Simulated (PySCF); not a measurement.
Bond stretch in GaBe (anion, charge -1), lowest singlet found (which spin is the ground state isn't settled by this scan). Each curve is given relative to its own lowest point between 1.90 and 2.47 Å, where full CI is lowest.

```
R / Å     A     B     C
-----  ----  ----  ----
1.58   58.1  74.1  80.7
1.72   27.5  38.3  42.2
1.82   14.8  22.2  24.6
1.90    8.3  13.4  14.9
1.97    4.5   8.0   8.9
2.09    1.0   2.5   2.7
2.15    0.2   1.0   1.0
2.20    0.0   0.3   0.3
2.25    0.0   0.0   0.0
2.35    0.7   0.2   0.5
2.47    2.4   1.5   2.4
```

Energies in kcal/mol.

**Question.** Which curve belongs to which method? The methods are restricted B3LYP/3-21G (PySCF 2.14.0); PySCF with restricted MP2 (frozen core)/6-31G*, spherical d; unrestricted B3LYP/6-31G*, spherical d (PySCF).

**Answer.** A is RKS-B3LYP/3-21G; B is UKS-B3LYP/6-31G*; C is RMP2/6-31G*.

The scan ran from 1.58 to 7.35 Å; beyond the distances shown full CI changes its symmetry label. The unrestricted determinant behind UKS-B3LYP/6-31G* is spin-contaminated at 1.58 to 2.47 Å (<S²> up to 1.0, against 0.00 for a pure singlet). Where the anion isn't bound against loss of the electron, the finite basis alone holds it. The restricted form behind RMP2/6-31G*, RKS-B3LYP/3-21G keeps the bonding electrons paired and can't separate into open-shell fragments.
